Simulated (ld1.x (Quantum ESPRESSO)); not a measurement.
**Pt: ultrasoft pseudisation with BLYP, scalar-relativistic reference atom.**

ld1.x (Quantum ESPRESSO) 7.5 input, shortened:

```
&input
   title='Pt', zed=78., rel=1, dft='BLYP', iswitch=3,
   config='[Xe] 4f14 5d9 6s1 6p0'
 /
 &inputp
   pseudotype=3, tm=.true., lloc=-1, rcloc=1.55,
   nlcc=.false.
 /
6
6S  1  0   1.00   0.00  1.95  2.60  0.0
6S  1  0   0.00   0.25  1.95  2.60  0.0
6P  2  1   0.00   0.00  2.65  3.50  0.0
6P  2  1   0.00   4.10  2.65  3.50  0.0
5D  3  2   9.00   0.00  1.45  1.80  0.0
5D  3  2   0.00   2.40  1.45  1.80  0.0
 &test
   configts(1)='5d9 6s1 6p0'
 /
```

All-electron outer shells of the reference configuration (BLYP, scalar-relativistic, ld1.x):

```json
{"shell": "4f", "level (eV)": "-69.97", "outermost node (bohr)": "–", "outermost maximum (bohr)": "0.38"}
{"shell": "5p", "level (eV)": "-55.93", "outermost node (bohr)": "0.53", "outermost maximum (bohr)": "0.98"}
{"shell": "5d", "level (eV)": "-6.03", "outermost node (bohr)": "0.57", "outermost maximum (bohr)": "1.26"}
{"shell": "6s", "level (eV)": "-5.66", "outermost node (bohr)": "1.14", "outermost maximum (bohr)": "2.38"}
{"shell": "6p", "level (eV)": "-0.88", "outermost node (bohr)": "1.36", "outermost maximum (bohr)": "3.74"}
```

Does the generator finish with these settings?

No. ld1.x (Quantum ESPRESSO) 7.5 stopped with "the pseudo-atom did not reach self-consistency".
